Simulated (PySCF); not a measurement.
# Where the electron goes

C₅H₄ClFOS.
Numbering: `[CH3:1][S@:2](=[O:3])/[C:4]([Cl:5])=[C:6]1[CH:7]=[C:8]\1[F:9]` (hydrogens: H10, H11, H12 on C1; H13 on C7)

Cartesian coordinates in Å at the GFN2-xTB level; atoms count from 1:
```xyz
13
C5H4ClFOS angstrom
C     -2.3305    0.1340    0.1550
S     -0.9367    1.2379    0.6582
O     -0.4882    1.9060   -0.5596
C      0.2564   -0.1360    0.8869
Cl    -0.0013   -1.1426    2.2820
C      1.2863   -0.2626    0.0876
C      2.0282    0.1864   -1.1013
C      2.4930   -0.8485   -0.4296
F      3.3972   -1.7797   -0.2963
H     -3.1974    0.7605   -0.0272
H     -2.5270   -0.5540    0.9683
H     -2.0557   -0.3947   -0.7505
H      2.0714    0.8940   -1.8914
```

Method: TDDFT B3LYP/def2-SVPD, vertical, gas phase, core orbitals frozen in the response in PySCF 2.14.0, density-fitted response routines.

Kohn–Sham orbitals with the atoms that hold most of them (Löwdin shares over 4%, at most four atoms; ? is withheld):

```csv
orbital,ε (eV),atoms
LUMO+2,-0.07,"S2 26%, C6 12%, C4 12%, Cl5 12%"
LUMO+1,-0.44,"C8 21%, Cl5 18%, S2 13%, F9 11%"
LUMO,?,?
HOMO,-6.33,"C4 23%, C6 15%, S2 14%, Cl5 12%"
HOMO-1,-7.06,?
HOMO-2,-7.83,"O3 54%, Cl5 14%, S2 10%, C1 9%"
HOMO-3,-9.24,"Cl5 69%, O3 8%, C4 8%, C6 5%"
```

Give the leading atoms of the HOMO-1.

O3 (bonded to S) 39%; S2 (bonded to 2 C and O) 18%; C4 (bonded to C, Cl and S) 14%; Cl5 (bonded to C) 13%.

Give the leading atoms of the LUMO.

C7 (bonded to 2 C and H) 40%; C8 (bonded to 2 C and F) 28%; C6 (bonded to 3 C) 9%; H13 (bonded to C) 8%. By element: carbon 77% or more, hydrogen 8% or more.

What is the LUMO energy, and the HOMO–LUMO gap?

ε(LUMO) = -1.15 eV; the gap is 5.18 eV (0.1903 hartree).

The HOMO–LUMO gap is 5.18 eV. Where does the response calculation put the lowest singlet, and from which orbitals?

S1 is at 4.41 eV (f = 0.021), 0.77 eV below the gap, made of HOMO→LUMO (98%). Without the coupling terms of the response equations the lowest excitation would equal the gap.

One configuration dominates each of S1, S2, S3 and S7. Which, and how do the shares of the two leading atoms of either orbital change from the occupied to the empty one?

- S1 (4.41 eV, f 0.021), HOMO→LUMO (98%): C4 23% → at most 9%, C6 15% → 9%, C7 at most 13% → 40%, C8 at most 13% → 28%
- S2 (4.82 eV, f 0.0013), HOMO→LUMO+1 (95%): C4 23% → at most 12%, C6 15% → at most 12%, C8 at most 13% → 21%, Cl5 12% → 18%
- S3 (5.11 eV, f 0.012), HOMO-1→LUMO (96%): O3 39% → at most 9%, S2 18% → at most 9%, C7 at most 14% → 40%, C8 at most 14% → 28%
- S7 (5.85 eV, f 0.0001), HOMO-2→LUMO (98%): O3 54% → at most 9%, Cl5 14% → at most 9%, C7 at most 9% → 40%, C8 at most 9% → 28%

One conformer stands for the species.
